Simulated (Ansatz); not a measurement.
`CB(Cl)B[SiH3]` + `C[N]([SiH3])[GeH3]` → `CN([SiH3])B[SiH3]` + `C[B](Cl)[GeH3]`  (redistribution)

Program: Ansatz. Geometries: PBE0-D4/def2-TZVP. ΔE: electronic, gas phase. CCSD(T)/CBS adds triple-zeta CCSD(T) − MP2 to the extrapolated MP2 energy (def2 sets, frozen cores). Functionals use def2-TZVPP. For Ge outer-core shells are correlated without core-valence functions, which leaves a few kJ/mol of doubt a bond. Scalar relativity is left out up to krypton. One conformer a species, not always the lowest.

```json
{"level": "ωB97X-V", "ΔE (kJ/mol)": "-124.8", "difference from CCSD(T)/CBS": "5.1"}
{"level": "ωB97M-V", "ΔE (kJ/mol)": "-130.8", "difference from CCSD(T)/CBS": "-0.9"}
{"level": "B2PLYP", "ΔE (kJ/mol)": "-127.3", "difference from CCSD(T)/CBS": "2.6"}
{"level": "PBE0", "ΔE (kJ/mol)": "-130.5", "difference from CCSD(T)/CBS": "-0.6"}
{"level": "HF/def2-TZVPP", "ΔE (kJ/mol)": "-107.1", "difference from CCSD(T)/CBS": "22.8"}
{"level": "MP2/def2-TZVPP", "ΔE (kJ/mol)": "-129.7", "difference from CCSD(T)/CBS": "0.2"}
{"level": "SCS-MP2/def2-TZVPP", "ΔE (kJ/mol)": "-125.1", "difference from CCSD(T)/CBS": "4.8"}
{"level": "MP2/def2-QZVPP", "ΔE (kJ/mol)": "-129.5", "difference from CCSD(T)/CBS": "0.4"}
{"level": "SCS-MP2/def2-QZVPP", "ΔE (kJ/mol)": "-124.6", "difference from CCSD(T)/CBS": "5.3"}
{"level": "MP2/CBS(def2)", "ΔE (kJ/mol)": "-130.1", "difference from CCSD(T)/CBS": "-0.2"}
{"level": "CCSD(T)/CBS", "ΔE (kJ/mol)": "-129.9", "difference from CCSD(T)/CBS": "0"}
```

Largest T1 diagnostic among the species: 0.013.

In def2-TZVPP, CCSD(T) changes the Hartree–Fock value by −22.4 kJ/mol (the triples alone add −3.7 kJ/mol) and MP2 by −22.7 kJ/mol. From PBE to PBE0 (25 % exact exchange), in def2-TZVPP and without D4, ΔE moves by +3.0 kJ/mol.
